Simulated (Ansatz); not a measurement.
`[Cl][InH][Cl]` + HI → `[Cl][InH][I]` + HCl  (ligand exchange at the In–Cl bond)

Calculated with Ansatz (gas phase, PBE0-D4/def2-TZVP geometries, no zero-point term in ΔE). CCSD(T)/CBS is the MP2 limit (def2-TZVPP, def2-QZVPP) plus CCSD(T) − MP2 in def2-TZVPP, frozen cores. This one scheme is used for every species. Functionals use def2-TZVPP. HSE06 is defined as in plane-wave codes. def2 core potentials past Kr. For I, In outer-core shells are correlated without core-valence functions, which leaves a few kJ/mol of doubt a bond.

`[Cl][InH][Cl]`:

Cartesian coordinates in Å:
```
Cl -1.862 1.043 -0.509
In 0.077 0.009 0.211
Cl 1.132 -1.130 -1.503
H 0.654 0.078 1.801
```

HI:

```xyz
2

I     0.066    0.782    0.179
H    -0.066   -0.782   -0.179
```

`[Cl][InH][I]`:

```xyz
4

Cl    0.608   -1.859   -1.075
In    0.215    0.149    0.020
I    -2.291    0.438    0.794
H     1.468    1.272    0.261
```

HCl:

Z-matrix (Å, degrees):
```
Cl
H 1 1.279
```

| species | HSE06-D4 energy (Eh) |
| --- | --- |
| `[Cl][InH][Cl]` | -1110.94239 |
| HI | -298.31659 |
| `[Cl][InH][I]` | -948.61300 |
| HCl | -460.65768 |

Work out ΔE.

ΔE = (-948.61300) + (-460.65768) − (-1110.94239) − (-298.31659) = -0.01170 Eh = -30.7 kJ/mol. CCSD(T)/CBS gives -33.1 kJ/mol.

Largest T1 diagnostic among the species: 0.013.

Leaving LDA and LC-ωPBE aside and taking each functional with its dispersion term where it has one, the values, not all of them listed here, spread over 12.6 kJ/mol, from PBE-QIDH to B97M-V. From BLYP to BHLYP (50 % exact exchange), in def2-TZVPP and without D4, ΔE moves by −3.3 kJ/mol. At CCSD(T), def2-SVP lies +5.5 kJ/mol from the extrapolated value and def2-TZVPP +6.4 kJ/mol.
